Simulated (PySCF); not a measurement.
Compound: CH₂F₃OSi (charge -1).
Z-matrix (Å and degrees, PBE0-D3(BJ)/def2-SVP geometry), rows numbered from 1:
```
O 
Si  1  1.7500
C   2  1.9978  1   94.71
F   3  1.3595  2  114.43  1  -156.85
F   3  1.3639  2  114.73  1    82.39
F   3  1.3772  2  114.05  1   -36.57
H   1  0.9635  2  108.88  3    40.60
H   2  1.5677  1  100.56  3   -89.08
```

The calculation used PySCF, PBE0-D3(BJ)/def2-SVP geometry optimisation, gas phase.

Take the most abundant isotopes and a rigid rotor. The values belong to one conformer with, in the numbering `[OH:1][SiH-:2][C:3]([F:4])([F:5])[F:6]`, H–O1–Si2–C3 41°.

Task: Give the principal moments of inertia and the rotational constants in MHz.

Result: Ia = 116.52, Ib = 242.51, Ic = 266.18 u·Å²; 505379 MHz·u·Å²/I gives A = 4337, B = 2084, C = 1899 MHz.

Task: Classify the top.

Result: An asymmetric top; Ray's κ = -0.848.

Task: Is it planar, by Δ = Ic − Ia − Ib?

Result: Not planar: Δ = Ic − Ia − Ib = -92.86 u·Å². For a rigid frame Δ = −2 Σ m c², so Σ m c² = 46.43 u·Å² lies off the ab plane: 2.51 from hydrogen and 43.92 from heavier atoms. The atom farthest from that plane is 1.46 Å away.

Task: Give the coordinates in the principal-axis frame, origin at the centre of mass.

Result: The sense of each axis is arbitrary; atoms in the order of the calculation.
```json
{"atom": "O1", "mass (u)": "15.995", "a (Å)": "2.060", "b (Å)": "-0.727", "c (Å)": "0.030"}
{"atom": "Si2", "mass (u)": "27.977", "a (Å)": "1.240", "b (Å)": "0.818", "c (Å)": "0.073"}
{"atom": "C3", "mass (u)": "12.000", "a (Å)": "-0.595", "b (Å)": "0.032", "c (Å)": "0.011"}
{"atom": "F4", "mass (u)": "18.998", "a (Å)": "-1.552", "b (Å)": "0.874", "c (Å)": "-0.462"}
{"atom": "F5", "mass (u)": "18.998", "a (Å)": "-1.077", "b (Å)": "-0.389", "c (Å)": "1.215"}
{"atom": "F6", "mass (u)": "18.998", "a (Å)": "-0.699", "b (Å)": "-1.089", "c (Å)": "-0.783"}
{"atom": "H7", "mass (u)": "1.008", "a (Å)": "1.605", "b (Å)": "-1.304", "c (Å)": "-0.594"}
{"atom": "H8", "mass (u)": "1.008", "a (Å)": "1.111", "b (Å)": "1.118", "c (Å)": "-1.461"}
```

Task: Which types of transition are allowed, and where do some lines up to J = 4 fall?

Result: The dipole components (about the centre of mass, as the species is charged) are |μa| = 3.73 D, |μb| = 2.49 D, |μc| = 0.79 D. Intensities carry the squares of the components, which stand as 1.00 : 0.45 : 0.04 (a : b : c). Some lines, for components of 0.1 D or more:

```
type  branch         J(Ka,Kc)    MHz  lower level (cm⁻¹)
   c       Q  1(1,1) ← 1(0,1)   2253               0.133
   b       Q  2(1,1) ← 2(0,2)   2635               0.398
   b       R  4(2,2) ← 3(3,1)   4348               1.502
   c       Q  2(2,1) ← 2(1,1)   6760               0.486
   b       Q  3(2,2) ← 3(1,3)   7600               0.857
   c       R  2(1,1) ← 1(0,1)  10589               0.133
   b       Q  4(3,1) ← 4(2,2)  11606               1.647
   a       R  3(1,3) ← 2(1,2)  11663               0.468
   b       R  4(0,4) ← 3(1,3)  13985               0.857
   a       R  4(0,4) ← 3(0,3)  15823               0.795
   a       R  4(2,3) ← 3(2,2)  15922               1.110
   a       R  4(2,2) ← 3(2,1)  16029               1.112
   c       R  3(2,2) ← 2(1,2)  19263               0.468
   b       R  4(2,3) ← 3(1,2)  22410               0.894
   c       R  4(3,1) ← 3(2,1)  27635               1.112
   b       R  4(3,1) ← 3(2,2)  27690               1.110
```

No frequency check. The geometry's basis has no diffuse functions, a weakness for an anion. No vibrational averaging or centrifugal distortion is included, and the geometry carries the error of its method.
